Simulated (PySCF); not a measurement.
Species: C₇H₁₂NP.
Numbering: `[CH3:1][c:2]1[cH:3][c:4]([CH3:5])[p:6]([NH2:7])[c:8]1[CH3:9]` (hydrogens: H10, H11, H12 on C1; H13 on C3; H14, H15, H16 on C5; H17, H18 on N7; H19, H20, H21 on C9)

Torsions of this conformer, `[CH3:1][c:2]1[cH:3][c:4]([CH3:5])[p:6]([NH2:7])[c:8]1[CH3:9]`: H–N7–P6–C4 109°, H–N7–P6–C4 -34°.

The closed-shell ground state was solved at several levels (PySCF, density fitting, gas phase, non-relativistic). One conformer (not necessarily the lowest) at the PBE0-D3(BJ)/def2-SVP geometry, without solvent, vibrations or thermal averaging.

| level | basis functions | total energy (Eh) | HOMO (eV) | LUMO (eV) | gap (eV) | dipole (D) |
| --- | --- | --- | --- | --- | --- | --- |
| CAM-B3LYP/pcSseg-1 | 220 | -669.8296 | -7.07 | 0.21 | 7.28 | 1.45 |
| PBE0/pcSseg-1 | 220 | -669.4838 | -5.84 | -0.90 | 4.94 | 1.47 |

(1) What might wB97X-D/def2-SVPD (280 basis functions) give for the same quantities?

(2) Over all these levels, which gives the widest orbital gap and which the narrowest?

(3) How far do the dipole and the HOMO energy spread over the levels?

Answers

(1) Total energy -669.6252 Eh, HOMO -7.63 eV, LUMO 0.77 eV, gap 8.40 eV, dipole 1.46 D.

(2) wB97X-D/def2-SVPD (range-separated hybrid) has the widest, 8.40 eV, and PBE0/pcSseg-1 (global hybrid, 25 % exact exchange) the narrowest, 4.94 eV. Functional and basis both differ between the two, so the spread mixes both effects.

(3) The dipole runs from 1.45 to 1.47 D (mean 1.46 D) and the HOMO from -7.63 to -5.84 eV.

wB97X-D is run here without its empirical dispersion term; that term would change no orbital, density or response property at a fixed geometry.
